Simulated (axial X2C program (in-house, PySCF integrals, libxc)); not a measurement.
## What spin–orbit coupling does to LiNb

All values were computed with an in-house all-electron X2C program for linear molecules (integrals from PySCF). Spin-free means the one-electron spin-free X2C Hamiltonian; two-component (2c) means X2C with spin–orbit coupling and atomic mean-field two-electron Coulomb and Gaunt terms, so the difference of the two also holds small scalar two-electron terms. Basis: Nb dyall-cv3z [11s12p9d5f3g], Li dyall-cv3z [7s8p2d] (cores contracted in-house); Gaussian nuclei, density fitting, unrestricted open shells. Masses: Nb 92.906 u, Li 7.016 u.

Spin-free state: M_S = 2, Λ = 2 (beyond evenly filled blocks: σα, π+α, π-α, δ+α); fragments Nb + Li.

| level | Re (Å) | ωe (cm⁻¹) | De (eV) | μ (D) |
| --- | --- | --- | --- | --- |
| PBE0 | 2.751 | 294.1 | 0.815 | 2.01 |
| HF | 3.070 | 183.2 | 0.131 | -1.72 |
| PBE | 2.728 | 304.9 | 0.926 | 2.49 |

Dipoles are positive if Li is the positive end.

Two-component determinant lowest at the distance of the search:

Ω = 1 (⟨Sz⟩ = 2.00, ⟨Lz⟩ = -1.00 at PBE0); fragments Nb + Li.

```
level  Re (Å)  ωe (cm⁻¹)  μ (D)
 PBE0   2.887      283.6   2.26
   HF   3.288      148.9  -0.50
  PBE   2.857      294.1   2.76
```

Task: From the two tables, how do the constants change at the PBE0 level (2c against spin-free)?

Result: At the PBE0 level Re goes up by 0.136 Å and ωe falls by 10.5 cm⁻¹. The two determinants differ in configuration, so these shifts compare two states and are not the spin–orbit effect on one state.

One determinant describes the state; a PBE0 search over occupations chose it and may have missed a lower one. De is counted from the lowest determinant-based energies of the atoms at the same level, without counterpoise correction. De is not given where an atomic determinant may have missed its ground term or J level, or where the truncated virtual space spoils (T). Density functionals use the spin component along the axis (collinear). Other states lie close and PBE0, whose exact exchange favours high spin, may order them wrongly; the determinant shown need not be the ground state. The nearest other spin-free determinant of the search, M_S = 2, Λ = 0, lies 0.019 eV up at the distance of the search. The functionals have no current-density term, which raises determinants with orbital currents, atoms included. The atomic limit has a lower orbital projection than the molecule and lies lower at mean-field level, so De may be about a tenth of an eV too small. With several unpaired electrons one determinant need not be a pure state. Open-shell Ω = 0 determinants with evenly filled partner blocks cannot be reached by this program, so the Ω shown need not be the lowest component. At some level and bond length an empty orbital lies below a filled one. The determinant is spin-polarised beyond a pure state at some levels (its spin-free form has ⟨S²⟩ too high), which makes Re and μ there less reliable.
